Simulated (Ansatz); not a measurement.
`[O]=[Mo]([OH])([OH])([OH])[Cl]`. Charge 0, multiplicity 1. Correlated methods include outer-core shells of Mo, which these sets cover unevenly. Mo: def2 effective core potential.

```xyz
9

O     1.350   -0.969   -1.098
Mo    0.183   -0.228   -0.191
O     0.906    1.495   -0.165
O    -1.254    0.262   -1.272
O    -0.710   -1.687    0.525
Cl    0.646    0.054    2.157
H     0.950    2.025    0.637
H    -1.127    0.818   -2.047
H    -0.944   -1.770    1.454
```

Task: Give the diagnostics of a CCSD(T)/def2-TZVPP run (frozen core, Ansatz 0.2.0). (An estimate is asked.)

Result: Ansatz gave: T1 = 0.0244, largest single amplitude 0.066, largest double 0.034, (T) share of the correlation energy 5.4 %, 15 CCSD cycles. The RHF solution is stable towards an unrestricted one. T1 lies over the customary mark of 0.02 for closed shells; compounds of d metals often pass it without a breakdown.
